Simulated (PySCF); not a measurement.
C2H2N3, SMILES C1=NC=N[N]1, multiplicity 2. Coordinates come from a PBE0-D3(BJ)/def2-SVP optimisation. The isomer is the one that the SMILES or the coordinates give; other isomers of the formula were not compared.

These are PBE0-D3(BJ)/def2-SVP run with PySCF values and carry that method's errors.

Harmonic wavenumbers (cm⁻¹): 253, 424, 528, 812, 848, 973, 1139, 1187, 1282, 1288, 1386, 1443, 1678, 3308, 3315. Rotational constants (GHz): 10.95, 10.70, 5.413; symmetry number 2.

Question: Work out the zero-point energy and the ideal-gas rigid-rotor harmonic-oscillator thermochemistry at 298.15 K and 1 atm.

Answer: ZPE = ½ Σ hcν = ½ × 19864 cm⁻¹ = 118.81 kJ/mol. H − E(el) = 131.97 kJ/mol. Entropy in J/(mol K): translation 161.38, rotation 93.57, vibration 16.09, spin 5.76, total 276.81. G − E(el) = 49.44 kJ/mol. Cp = 62.51 J/(mol K).
